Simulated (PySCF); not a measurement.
# Simulated absorption spectrum

Compound: H9NO3Si3.
InChI=1S/H9NO3Si3/c1-7(3-5)4-6-2/h2,7H,1,6H2,5H3/t7-/m1/s1

Theory: TDDFT CAM-B3LYP/def2-SVPD, vertical, gas phase, core orbitals frozen in the response (PySCF). The structure is a single GFN2-xTB conformer in the gas phase; no vibrational or solvent corrections.

Broadening: Gaussians 0.5 eV wide at half height, area fixed by f = 4.319×10⁻⁹ ∫ε dν̃. The cross-section is σ = 3.8235×10⁻²¹ ε cm², given in Mb (10⁻¹⁸ cm²). The width is an assumption, not a result. The curve ends short of the highest state used, and states not computed would add to its high-energy end.

(E (eV), σ (Mb)): (6.22, 0.02), (6.26, 0.04), (6.30, 0.07), (6.34, 0.12), (6.38, 0.20), (6.42, 0.33), (6.46, 0.54), (6.50, 0.83), (6.54, 1.24), (6.58, 1.79), (6.62, 2.49), (6.66, 3.35), (6.70, 4.34), (6.74, 5.44), (6.78, 6.57), (6.82, 7.66), (6.86, 8.62), (6.90, 9.37), (6.94, 9.82), (6.98, 9.94), (7.02, 9.71), (7.06, 9.16), (7.10, 8.34), (7.14, 7.34), (7.18, 6.24), (7.22, 5.15), (7.25, 4.37), (7.29, 3.45), (7.33, 2.70), (7.37, 2.13), (7.41, 1.76), (7.45, 1.57), (7.49, 1.55), (7.53, 1.67), (7.57, 1.91), (7.61, 2.25), (7.65, 2.66), (7.69, 3.12), (7.73, 3.62), (7.77, 4.14), (7.81, 4.66), (7.85, 5.17), (7.89, 5.66), (7.93, 6.13)

Q: Where are the band maxima, and which computed states make them?

A: 178 nm (6.97 eV), ε about 2600, made up of S1 (100%) (ε in L mol⁻¹ cm⁻¹; maxima over ε = 5, shares over 10%). At its high-energy end, 7.93 eV, the curve is still rising (ε about 1600, from S4, S5 and S6). The states used: S1 6.97 eV (f 0.048); S2 7.71 eV (f 0.0017); S3 7.72 eV (f 0.0033); S4 7.89 eV (f 0.011); S5 8.07 eV (f 0.0080); S6 8.13 eV (f 0.0092); S7 8.26 eV (f 0.0091); S8 8.53 eV (f 0.054).

Q: On this curve, what absorbance would a 10⁻⁵ mol/L sample give at 193 nm over a 1 cm path?

A: 193 nm is 6.424 eV, where ε is about 92 L mol⁻¹ cm⁻¹, so A = ε c l ≈ 0.00092 (Beer–Lambert, with the gas-phase spectrum and the assumed width).

Q: What would ε be at 6.97 eV, the highest of these maxima, with half the width (0.25 eV)?

A: About 5200 L mol⁻¹ cm⁻¹ against 2600, a factor of about 2.00; a lone state at its own centre would give exactly 2.

Q: Coming from long wavelengths, where does ε first pass 100 L mol⁻¹ cm⁻¹?

A: At about 193 nm (6.43 eV), 0.54 eV below S1.
